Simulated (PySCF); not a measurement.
Molecule: SMILES [O][Si](Cl)(Cl)Cl, doublet. Atoms near the plane z = 1.5 Å, at the PBE0/def2-SVP optimised geometry (x, y, z in Å): O1 (1.2, -0.9, 0.0), Si2 (-0.5, -0.9, 0.0), Cl4 (-1.2, 0.9, 0.0), Cl5 (-1.2, -1.9, 1.6).

Level of theory: PySCF with unrestricted PBE0/def2-TZVP. Cells within 0.4 Å of a nucleus heavier than hydrogen are left out (blank, or x). The values are rescaled to run from 0 to 1.

```
|111111111111111111110000000|
|111111111111111111100000000|
|111111111111111111100000000|
|111111111111111111110000000|
|111111111111111111110000000|
|111111111111111111110000000|
|111111111111111111111000000|
|111111112211111111111000000|
|111111122221111111111000000|
|111111122222221111111100000|
|110111123332222221111100000|
|111111123333333322111100000|
|111111123445554432211100000|
|111111233456766543221100000|
|111111235678887643221100000|
|111112357899998654321000000|
|111123699999998653211000000|
|111136999999998643210000000|
|111249999999997532100000000|
|11126999xx99996421000000000|
|11138999xx99995311000000000|
|11137999xx99994210000000000|
|111269999999962110000000000|
|111249999999932100000000000|
|111124899998421100000000000|
|111112356643211000000000000|
|111111222221110000000000000|
```
Scale: ten equal steps from 0.000 (start of '0') to 1.00 (end of '9'), in the order '0123456789'; x runs from -3.50 to 3.50, y from -3.50 (bottom) to 3.50 (top).

Task: Which quantity is mapped?
(A) log10 of the electron density
(B) an orbital amplitude
(C) electrostatic potential
(D) deformation density (molecule minus spherical neutral atoms)

Result: C, electrostatic potential. In full: electrostatic potential (hartree/e), clipped to [-0.08, 0.12].
